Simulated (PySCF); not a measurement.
C5H5FP2.
SMILES with atom numbers: `[CH3:1][c:2]1[p:3][cH:4][p:5][cH:6][c:7]1[F:8]`

Structure used (GFN2-xTB), in Å, numbered top down from 1:
```
atom  x, y, z in Å
C1    -2.003   -0.547   -0.172
C2    -0.525   -0.325   -0.022
P3     0.461   -1.730    0.294
C4     2.062   -1.094    0.403
P5     2.688    0.509    0.256
C6     1.256    1.432   -0.046
C7    -0.037    0.966   -0.139
F8    -0.973    1.925   -0.384
H9    -2.550    0.003    0.594
H10   -2.241   -1.605   -0.085
H11   -2.347   -0.184   -1.141
H12    2.817   -1.851    0.600
H13    1.389    2.500   -0.177
```

Probes without a nucleus sit at each ring's centroid and 1 Å off its mean plane on both sides; NICS is minus the shielding there, NICSzz its component along the normal. Level: GIAO PBE0/pcSseg-1 (PySCF, non-relativistic, gas phase) on the GFN2-xTB geometry, one conformer.

Ring bond lengths (Å), with Mayer bond orders in brackets: C2–P3 1.745 (1.28), P3–C4 1.727 (1.33), C4–P5 1.728 (1.32), P5–C6 1.731 (1.30), C6–C7 1.378 (1.47), C7–C2 1.386 (1.32).

Question: Give the NICS values of each ring in ppm.

Answer: 
```json
{"ring": "C2–P3–C4–P5–C6–C7", "type": "6-membered ring with 2 P; formal bonds all aromatic", "NICS(0)": "-7.7", "NICS(1), two faces": "-10.1 / -10.1", "NICS(1)zz, two faces": "-24.1 / -24.1", "rms pucker (Å)": "0.00", "centre to ring atoms, mean (Å)": "1.60"}
```

Question: What do they say, and how far can they be read as aromaticity?

Answer: 
- C2–P3–C4–P5–C6–C7: mean NICS(1)zz -24.1 ppm, shielded.

Question: How equal are the bonds by HOMA? HOMA = 1 − mean of α(R − Ropt)² over the ring bonds, with Krygowski's 1993 parameters (CC: Ropt 1.388 Å, α 257.7 Å⁻²; CP: Ropt 1.698 Å, α 118.91 Å⁻²).

Answer: 
- C2–P3–C4–P5–C6–C7: HOMA 0.90; the largest term is that of C2–P3, α(R − Ropt)² = 0.26.

Question: Give the inner angles of the rings and the Hirshfeld charges of the ring atoms.

Answer: 
- C2–P3–C4–P5–C6–C7: C2 124.5° (-0.059 e), P3 103.8° (+0.117 e), C4 132.3° (-0.178 e), P5 102.1° (+0.117 e), C6 127.5° (-0.125 e), C7 129.8° (+0.093 e); sum 720.0° against 720° for a flat convex ring.

Question: What are the shieldings of the ring atoms and their hydrogens in the same run (means over atoms taken as equivalent)?

Answer: 
```csv
atoms,environment,σ isotropic (ppm)
C2,substituted aromatic carbon,22.4
P3,phosphorus bonded to 2 C,26.9
C4,aromatic CH carbon,-2.7
P5,phosphorus bonded to 2 C,39.4
C6,aromatic CH carbon,38.2
C7,aromatic C–F carbon,15.1
H12,aromatic hydrogen,21.31
H13,aromatic hydrogen,22.75
```

The run took 23 s wall (with the writing of density and orbital grids) on one thread, Arm Neoverse V2 (aarch64), on a shared host, and the process peaked at 0.79 GiB of memory. This is the whole shielding run at PBE0/pcSseg-1, SCF included.
